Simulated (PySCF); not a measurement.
C₂H₄FNOSi, SMILES O=C=N[SiH2]CF. Geometry: B3LYP-D3(BJ)/def2-SVP. This is a generated structure with no PubChem entry under its InChIKey; it may be hypothetical. Other conformers were not sampled.

Q: Give the equilibrium geometry at B3LYP-D3(BJ)/def2-SVP (PySCF confirms it by a frequency run) as bond lengths and angles. (An estimate is asked for; the answer gives what the named calculation found.)

A: One answer among several that fit: 
Atoms: O1 C2 N3 Si4 C5 F6 H7 H8 H9 H10. Bonded distances (Å): O1–C2 1.171, C2–N3 1.199, N3–Si4 1.722, Si4–C5 1.897, Si4–H7 1.489, Si4–H8 1.486, C5–F6 1.389, C5–H9 1.105, C5–H10 1.107. Bond angles (°): O1–C2–N3 179.3, C2–N3–Si4 174.9, N3–Si4–C5 109.3, N3–Si4–H7 109.1, N3–Si4–H8 109.0, C5–Si4–H7 108.9, C5–Si4–H8 109.8, H7–Si4–H8 110.7, Si4–C5–F6 109.7, Si4–C5–H9 111.0, Si4–C5–H10 110.4, F6–C5–H9 109.1, F6–C5–H10 109.2, H9–C5–H10 107.3.
